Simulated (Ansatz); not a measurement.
Dissociation curve of GaAl, lowest triplet found (which spin is the ground state isn't settled by this scan).

Methods: ROHF/aug-cc-pVDZ (Ansatz, a program for electronic structure); UMP2 = MP2 on UHF/aug-cc-pVDZ, cores with 3d frozen (Ansatz); UKS-PBE = unrestricted PBE/aug-cc-pVDZ in Ansatz; FCI = full CI/aug-cc-pVDZ, cores with 3d frozen in Ansatz.

Energies relative to the lowest point of each curve between 2.63 and 3.27 Å, where full CI is lowest, in kJ/mol:

```json
[
 {"R / Å": "2.63", "ROHF": "3.8", "UMP2": "2.5", "UKS-PBE": "2.6"},
 {"R / Å": "2.76", "ROHF": "0.0", "UMP2": "0.0", "UKS-PBE": "0.0"},
 {"R / Å": "2.87", "ROHF": "1.4", "UMP2": "2.6", "UKS-PBE": "1.8"},
 {"R / Å": "3.04", "ROHF": "8.9", "UMP2": "12.0", "UKS-PBE": "9.2"},
 {"R / Å": "3.27", "ROHF": "24.8", "UMP2": "33.1", "UKS-PBE": "23.9"},
 {"R / Å": "3.52", "ROHF": "41.9", "UMP2": "60.3", "UKS-PBE": "41.8"},
 {"R / Å": "3.92", "ROHF": "56.6", "UMP2": "84.1", "UKS-PBE": "69.2"},
 {"R / Å": "4.31", "ROHF": "64.0", "UMP2": "95.8", "UKS-PBE": "92.0"},
 {"R / Å": "5.36", "ROHF": "72.0", "UMP2": "108.4", "UKS-PBE": "132.6"},
 {"R / Å": "6.13", "ROHF": "73.9", "UMP2": "111.3", "UKS-PBE": "146.7"},
 {"R / Å": "7.08", "ROHF": "74.8", "UMP2": "112.7", "UKS-PBE": "150.9"},
 {"R / Å": "8.18", "ROHF": "75.2", "UMP2": "113.3", "UKS-PBE": "152.1"}
]
```

Question: What does FCI give at the same points?

Answer: 2.63: 3.6; 2.76: 0.0; 2.87: 1.6; 3.04: 9.1; 3.27: 24.2; 3.52: 42.1; 3.92: 67.3; 4.31: 85.4; 5.36: 108.7; 6.13: 114.0; 7.08: 116.2; 8.18: 117.1 (kJ/mol).

The scan ran from 1.74 to 8.18 Å; beyond the distances shown full CI changes its symmetry label.
